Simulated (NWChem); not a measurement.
Basis-set convergence for H4PbSi

```xyz
6

Pb     0.3257    -0.3581     0.0000
H     -1.1560    -1.4726     0.0000
Si    -1.4367     1.7410     0.0000
H     -2.3270     1.6852     1.2080
H     -2.3270     1.6852    -1.2080
H     -0.7820     3.0908     0.0000
```
Charge 0, spin multiplicity 1.

The numbers come from NWChem runs, not from measurements. All single points use one geometry, from PBE0/def2-SVP with def2 effective core potentials on Pb, a minimum by its harmonic frequencies.

Quantity: LUMO energy at the level PBE.

Effective core potentials replace the inner electrons of Pb; spin-orbit coupling is left out. The structure started from a generated list of species.

Costs are rough ratios of processor time within this set of runs, SCF included, with def2-SVP as 1.

| basis | functions | LUMO energy (eV) | relative cost |
|---|---|---|---|
| def2-SVP | 64 | -3.79 | 1 |
| def2-SVPD | 88 | -3.82 | under 3 |
| def2-TZVP | 111 | -3.83 | 3 |
| def2-TZVPD | 135 | -3.84 | 6 |
| def2-TZVPP | 148 | -3.83 | 5 |

Smallest basis within 0.2 eV of def2-TZVPP, the largest set run: def2-SVP, with 64 functions against 148 and about 20 % of the time (also within reach: def2-SVPD, def2-TZVP, def2-TZVPD). def2-TZVPP isn't the basis-set limit itself, and a small set can land close by cancellation.
